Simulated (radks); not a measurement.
Results of a calculation; reference values are marked as such.
These are the eigenvalues of the occupied orbitals of an atom or ion with whole-number occupations (eV). Code: a radial shooting solver on a logarithmic mesh with Libxc functionals. Model: Dirac Kohn-Sham, LDA (Slater exchange, Perdew-Wang correlation), spin-unpolarised, spherical densities, finite nucleus; Fermi nuclear charge, rms radius of each element as measured or else 0.836 A^(1/3) + 0.57 fm.

1s1/2: -524.6013
2s1/2: -34.3809
2p1/2: -19.6157
2p3/2: -19.5716
3p1/2: -1.4382
3p3/2: -1.4368

Which element is it, and in what charge state? The configuration may be excited. Open shells, if any, are shared by 2j + 1.

Answer. Z = 8, oxygen, charge 0: O in [He] 2s2 2p3 3p1. The list shows which subshells hold electrons but not how many an open one holds; the 1s level, -19.279 hartree, gives Z - s = 6.2 by -(Z - s)^2/2, which with screening and relativity narrows Z to a few neighbours, and the depths of the outer levels then fix element, charge and occupations together.
